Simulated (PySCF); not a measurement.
## Vibration and rotation of MgBe

HSE06 constants of MgBe, ¹Σ⁺ (singlet), closed shell (basis Mg 6-311G(d,p), Be 6-311G(d,p); no relativity; PySCF 2.14; masses 23.9850 and 9.0122 u):

| Property | Result |
| --- | --- |
| ωe | 171.1 cm⁻¹ |
| ωexe | 4.73 cm⁻¹ |
| Be | 0.27875 cm⁻¹ |
| αe | 0.00828 cm⁻¹ |
| De to Mg + Be | 0.181 eV |

(1) What force constant and bond length do these constants imply?

(2) Estimate the centrifugal constant D from the Kratzer relation and find the Dunham coefficient a1.

Closed-shell solutions of metal pairs were not tested for spin polarisation, which can lower them a little. The bond is weak. Basis-set superposition, not corrected here, can be much of De in a small basis, most of all at correlated wavefunction levels. Functionals without a dispersion term scatter widely for such bonds, and LDA overbinds them.

Results:

(1) Reduced mass μred = 6.5508 u; k = 5.8918×10⁻⁷·μred·ωe² (u, cm⁻¹, mdyn/Å) = 0.113 mdyn/Å; Re = √(16.8576/(μred·Be)) (u, cm⁻¹, Å) = 3.038 Å.

(2) D = 4Be³/ωe² = 2.96e-06 cm⁻¹; a1 = −1 − αeωe/(6Be²) = -4.04.
